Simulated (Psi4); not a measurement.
thallium atom (Tl), doublet (core potentials on Tl). Base run: R2SCAN/def2-SV(P) in Psi4 1.11.

Psi4 was given this input:
```
memory 2 GB

molecule mol {
0 2
Tl    0.000000    0.000000    0.000000
}

set {
  basis def2-sv(p)
  reference uks
}

energy('r2scan')
print_variables()
```

The base run was repeated with changes; each row names its change, and settings that it needs were set with it.

```json
[
 {"change": "base", "E (Eh)": "-172.57543", "<S^2>": "0.754", "outcome": "converged"},
 {"change": "functional = m06-2x", "E (Eh)": "-172.37990", "<S^2>": "0.754", "outcome": "converged"},
 {"change": "functional = x3lyp", "E (Eh)": "-172.49918", "<S^2>": "0.751", "outcome": "converged"},
 {"change": "functional = bp86", "E (Eh)": "-172.64477", "<S^2>": "0.751", "outcome": "converged"},
 {"change": "functional = svwn", "E (Eh)": "-", "<S^2>": "-", "outcome": "not converged"},
 {"change": "functional = m11", "E (Eh)": "-172.34378", "<S^2>": "0.752", "outcome": "converged"},
 {"change": "functional = tpss", "E (Eh)": "-172.44681", "<S^2>": "0.751", "outcome": "converged"},
 {"change": "functional = bhhlyp", "E (Eh)": "-172.37619", "<S^2>": "0.752", "outcome": "converged"},
 {"change": "functional = wb97m-v", "E (Eh)": "-172.41459", "<S^2>": "0.752", "outcome": "converged"},
 {"change": "functional = wb97x-v", "E (Eh)": "-172.45988", "<S^2>": "0.752", "outcome": "converged"},
 {"change": "functional = pbe", "E (Eh)": "-172.52999", "<S^2>": "0.751", "outcome": "converged"},
 {"change": "functional = b97m-v", "E (Eh)": "-172.48930", "<S^2>": "0.751", "outcome": "converged"},
 {"change": "functional = b3lyp5", "E (Eh)": "-172.48512", "<S^2>": "0.751", "outcome": "converged"}
]
```

Absolute energies of different levels of theory aren't comparable as measures of quality.

Open shells are given as the SCF converged; they aren't shown to be the lowest states, and a large step between rows can be another state.
